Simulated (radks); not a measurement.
The mean radii <r> (bohr) of the occupied orbitals of an atom or ion are listed with their occupations. All-electron calculation, scalar-relativistic Kohn-Sham, r2SCAN, spin-polarised, spherical densities, finite nucleus; meta-GGA in the generalised Kohn-Sham scheme; Fermi nuclear charge, rms radius of each element as measured or else 0.836 A^(1/3) + 0.57 fm. Program: a radial shooting solver on a logarithmic mesh with Libxc functionals.

orbital  occ.     <r>
1s          2  0.1202
2s          2  0.6211
2p          6  0.5958

Name the element and its charge. Open shells, if any, are filled with parallel spins first.

Answer. Z = 13, aluminium, charge +3: Al3+ in [Ne]. The 1s radius gives Z: for a bare nucleus <r> = (2 gamma + 1)/(2Z) with gamma = sqrt(1 - (Z/c)^2), 0.115 bohr for Z = 13, and screening makes it slightly larger (0.1202 here). The occupations add up to 10, and the charge is Z minus that.
